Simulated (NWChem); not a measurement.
# CH4F2Ge; SMILES [F][GeH]([CH3])[F]

Computed with NWChem. Pople sets run with spherical d functions. Structure relaxed at the PBE0/def2-SVP level. Total energies compare along this basis series because the functional is fixed.

```tsv
level	basis functions	energy (Ha)	highest occupied level (eV)	orbital gap (eV)	dipole (D)
B3LYP/STO-3G	37	-2289.8778	-4.09	10.09	1.23
B3LYP/3-21G	57	-2305.9943	-8.71	9.90	2.98
B3LYP/6-31G*	82	-2317.0300	-8.94	9.61	3.10
B3LYP/6-311G**	122	-2317.3626	-9.21	9.51	3.30
```
